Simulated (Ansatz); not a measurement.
Mulliken charges of `C=[C](F)[InH2]` from ωB97M-V/def2-TZVPP in Ansatz (PBE0-D4/def2-TZVP geometry).

```tsv
atom	x (Å)	y (Å)	z (Å)	charge (e)
C1	1.088	0.908	0.495	-0.212
C2	-0.144	0.666	0.066	-0.031
F3	-1.001	1.713	-0.026	-0.208
In4	-0.889	-1.275	-0.495	0.411
H5	1.417	1.907	0.768	0.108
H6	1.795	0.092	0.579	0.103
H7	0.247	-2.561	-0.363	-0.090
H8	-2.512	-1.449	-1.025	-0.082
```

Task: By hand: the dipole of these point charges (1 e Å = 4.8032 D).

Result: Σ q r = (0.138, -0.529, -0.046) e Å, of length 0.549 e Å = 2.64 D.

Task: How does the dipole of the full density compare? (Best estimate.)

Result: The calculation gave: (0.144, -0.236, 0.005) e Å, 1.33 D; the point charges give 1.98 times that, at 18° from its direction.

Point charges leave out the atoms' own dipoles, such as those of lone pairs, and Mulliken's split depends on the basis, so the two needn't agree.
